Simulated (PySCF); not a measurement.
Atomic charges against the basis set

Compound: CH₉FSi₃.
Geometry (PBE0-D3(BJ)/def2-SVP, Å), atoms numbered from 1 in this order:
```xyz
14
CH9FSi3 angstrom
F     -1.147   -1.331    1.590
Si    -1.127   -1.313   -0.037
C      0.053    0.021   -0.593
Si    -0.478    1.741   -0.017
Si     1.851   -0.358   -0.152
H     -2.515   -1.033   -0.504
H     -0.686   -2.659   -0.501
H     -0.010    0.023   -1.700
H     -1.897    2.001   -0.409
H      0.393    2.782   -0.644
H     -0.358    1.845    1.467
H      2.035   -0.316    1.328
H      2.226   -1.719   -0.646
H      2.757    0.650   -0.782
```

PBE0 throughout (PySCF), one geometry, spherical d and f functions. Isolated species at its PBE0-D3(BJ)/def2-SVP geometry (one conformer only). Atoms taken as equivalent share a column and are averaged.

Mulliken charges (e):

```json
{"basis": "STO-3G", "functions": "46", "F1": "-0.255", "Si2": "+0.686", "C3": "-0.536", "Si4/Si5": "+0.519", "H6/H7": "-0.134", "H8": "+0.061", "H9 (×6)": "-0.121"}
{"basis": "6-31G", "functions": "75", "F1": "-0.473", "Si2": "+1.047", "C3": "-1.158", "Si4/Si5": "+0.580", "H6/H7": "-0.139", "H8": "+0.252", "H9 (×6)": "-0.092"}
{"basis": "pcSseg-0", "functions": "75", "F1": "-0.505", "Si2": "+1.154", "C3": "-1.755", "Si4/Si5": "+0.542", "H6/H7": "-0.081", "H8": "+0.339", "H9 (×6)": "-0.026"}
{"basis": "6-31G*", "functions": "100", "F1": "-0.414", "Si2": "+0.816", "C3": "-0.850", "Si4/Si5": "+0.360", "H6/H7": "-0.092", "H8": "+0.229", "H9 (×6)": "-0.053"}
{"basis": "cc-pVDZ", "functions": "127", "F1": "-0.329", "Si2": "+0.592", "C3": "-0.478", "Si4/Si5": "+0.215", "H6/H7": "-0.069", "H8": "+0.099", "H9 (×6)": "-0.029"}
{"basis": "def2-SVP", "functions": "127", "F1": "-0.358", "Si2": "+0.734", "C3": "-0.785", "Si4/Si5": "+0.367", "H6/H7": "-0.082", "H8": "+0.135", "H9 (×6)": "-0.050"}
{"basis": "aug-cc-pVDZ", "functions": "208", "F1": "-0.658", "Si2": "+0.152", "C3": "+0.143", "Si4/Si5": "-1.005", "H6/H7": "+0.326", "H8": "-0.425", "H9 (×6)": "+0.358"}
{"basis": "6-311+G(2d,p)", "functions": "213", "F1": "-0.453", "Si2": "+0.787", "C3": "-0.827", "Si4/Si5": "+0.351", "H6/H7": "-0.061", "H8": "+0.201", "H9 (×6)": "-0.048"}
{"basis": "def2-TZVP", "functions": "227", "F1": "-0.331", "Si2": "+0.461", "C3": "-0.356", "Si4/Si5": "+0.110", "H6/H7": "-0.033", "H8": "+0.132", "H9 (×6)": "-0.010"}
{"basis": "cc-pVTZ", "functions": "288", "F1": "-0.299", "Si2": "+0.471", "C3": "-0.374", "Si4/Si5": "+0.130", "H6/H7": "-0.045", "H8": "+0.114", "H9 (×6)": "-0.013"}
{"basis": "IGLO-III", "functions": "292", "F1": "-0.506", "Si2": "+1.083", "C3": "-0.941", "Si4/Si5": "+0.722", "H6/H7": "-0.174", "H8": "+0.210", "H9 (×6)": "-0.157"}
{"basis": "pcSseg-2", "functions": "327", "F1": "-0.420", "Si2": "+0.892", "C3": "-0.753", "Si4/Si5": "+0.576", "H6/H7": "-0.138", "H8": "+0.106", "H9 (×6)": "-0.117"}
```

IAO charges (e):

```
        basis  functions      F1     Si2      C3  Si4/Si5   H6/H7      H8  H9 (×6)
       STO-3G         46  -0.372  +0.873  -0.865   +0.614  -0.128  +0.130   -0.123
        6-31G         75  -0.508  +0.933  -0.883   +0.445  -0.098  +0.184   -0.070
     pcSseg-0         75  -0.492  +0.950  -0.929   +0.441  -0.104  +0.188   -0.065
       6-31G*        100  -0.526  +1.065  -0.952   +0.570  -0.137  +0.175   -0.105
      cc-pVDZ        127  -0.525  +1.050  -0.943   +0.563  -0.133  +0.176   -0.103
     def2-SVP        127  -0.524  +1.067  -0.955   +0.584  -0.140  +0.175   -0.109
  aug-cc-pVDZ        208  -0.539  +1.056  -0.945   +0.564  -0.131  +0.177   -0.103
6-311+G(2d,p)        213  -0.543  +1.086  -0.974   +0.595  -0.139  +0.180   -0.110
    def2-TZVP        227  -0.544  +1.100  -0.984   +0.606  -0.143  +0.180   -0.113
      cc-pVTZ        288  -0.541  +1.087  -0.974   +0.591  -0.140  +0.180   -0.109
     IGLO-III        292  -0.545  +1.095  -0.981   +0.605  -0.141  +0.180   -0.113
     pcSseg-2        327  -0.545  +1.098  -0.982   +0.604  -0.143  +0.181   -0.113
```

Hirshfeld charges (e):

| basis | functions | F1 | Si2 | C3 | Si4/Si5 | H6/H7 | H8 | H9 (×6) |
| --- | --- | --- | --- | --- | --- | --- | --- | --- |
| STO-3G | 46 | -0.175 | +0.435 | -0.224 | +0.333 | -0.095 | +0.004 | -0.086 |
| 6-31G | 75 | -0.235 | +0.420 | -0.276 | +0.286 | -0.069 | +0.056 | -0.067 |
| pcSseg-0 | 75 | -0.232 | +0.437 | -0.264 | +0.299 | -0.078 | +0.039 | -0.070 |
| 6-31G* | 100 | -0.200 | +0.397 | -0.271 | +0.288 | -0.073 | +0.062 | -0.070 |
| cc-pVDZ | 127 | -0.194 | +0.403 | -0.275 | +0.302 | -0.077 | +0.055 | -0.073 |
| def2-SVP | 127 | -0.199 | +0.411 | -0.275 | +0.308 | -0.078 | +0.054 | -0.075 |
| aug-cc-pVDZ | 208 | -0.208 | +0.417 | -0.298 | +0.304 | -0.072 | +0.054 | -0.071 |
| 6-311+G(2d,p) | 213 | -0.210 | +0.416 | -0.294 | +0.306 | -0.073 | +0.054 | -0.072 |
| def2-TZVP | 227 | -0.200 | +0.408 | -0.290 | +0.302 | -0.074 | +0.057 | -0.072 |
| cc-pVTZ | 288 | -0.197 | +0.406 | -0.287 | +0.300 | -0.074 | +0.056 | -0.072 |
| IGLO-III | 292 | -0.202 | +0.406 | -0.286 | +0.298 | -0.072 | +0.055 | -0.071 |
| pcSseg-2 | 327 | -0.204 | +0.416 | -0.296 | +0.305 | -0.074 | +0.056 | -0.072 |

ESP-fitted charges (e):

```csv
basis,functions,F1,Si2,C3,Si4/Si5,H6/H7,H8,H9 (×6)
STO-3G,46,-0.199,+0.525,-0.324,+0.300,-0.114,+0.077,-0.075
6-31G,75,-0.382,+0.770,-0.559,+0.384,-0.129,+0.174,-0.086
pcSseg-0,75,-0.366,+0.878,-0.778,+0.402,-0.156,+0.240,-0.078
6-31G*,100,-0.249,+0.501,-0.358,+0.243,-0.092,+0.162,-0.060
cc-pVDZ,127,-0.252,+0.482,-0.325,+0.183,-0.085,+0.159,-0.043
def2-SVP,127,-0.262,+0.541,-0.397,+0.239,-0.098,+0.169,-0.055
aug-cc-pVDZ,208,-0.257,+0.499,-0.376,+0.241,-0.087,+0.164,-0.057
"6-311+G(2d,p)",213,-0.264,+0.507,-0.398,+0.232,-0.086,+0.176,-0.053
def2-TZVP,227,-0.250,+0.496,-0.370,+0.231,-0.089,+0.169,-0.055
cc-pVTZ,288,-0.245,+0.498,-0.383,+0.238,-0.090,+0.171,-0.056
IGLO-III,292,-0.244,+0.480,-0.403,+0.237,-0.083,+0.182,-0.054
pcSseg-2,327,-0.275,+0.559,-0.423,+0.278,-0.100,+0.170,-0.065
```

Some averages cover members that differ in this geometry, most widely: H9 (×6), Mulliken in aug-cc-pVDZ +0.323 to +0.404; H9 (×6), Mulliken in 6-31G -0.102 to -0.076; H9 (×6), Mulliken in pcSseg-0 -0.035 to -0.010; H9 (×6), ESP-fitted in 6-311+G(2d,p) -0.063 to -0.038 e.

Q: Which scheme is steadiest as the basis changes?

A: Largest range over the bases for any column: Hirshfeld 0.07 e, IAO 0.23 e, ESP-fitted 0.45 e, Mulliken 1.90 e. Hirshfeld charges move least and Mulliken charges most, counted in e. Without the minimal STO-3G basis the ranges are Hirshfeld 0.04, IAO 0.17, ESP-fitted 0.45, Mulliken 1.90 e.

Q: How much do the charges still move between the two largest bases, IGLO-III and pcSseg-2?

A: At most, over all atoms: Mulliken 0.191 e, IAO 0.003 e, Hirshfeld 0.010 e, ESP-fitted 0.079 e.

Q: What do the same runs give for the total energy, the frontier levels and the dipole moment?

A: 
| basis | energy (Eh) | HOMO (eV) | LUMO (eV) | μ (D) |
| --- | --- | --- | --- | --- |
| STO-3G | -999.3945 | -4.95 | 7.28 | 1.04 |
| 6-31G | -1011.1749 | -8.85 | 0.28 | 2.45 |
| pcSseg-0 | -1010.0053 | -9.13 | 0.31 | 2.15 |
| 6-31G* | -1011.3158 | -8.76 | 0.23 | 1.89 |
| cc-pVDZ | -1011.3664 | -8.78 | 0.14 | 1.92 |
| def2-SVP | -1010.9955 | -8.86 | 0.16 | 1.90 |
| aug-cc-pVDZ | -1011.3852 | -8.85 | -0.38 | 1.94 |
| 6-311+G(2d,p) | -1011.4546 | -8.90 | -0.39 | 1.99 |
| def2-TZVP | -1011.4742 | -8.87 | -0.21 | 1.89 |
| cc-pVTZ | -1011.4703 | -8.85 | -0.12 | 1.85 |
| IGLO-III | -1011.4781 | -8.87 | -0.12 | 1.90 |
| pcSseg-2 | -1011.4931 | -8.89 | -0.27 | 1.96 |

The dipole is fixed by the density alone, so its range of 1.41 D shows that the density itself changes with the basis, not only its division among atoms.
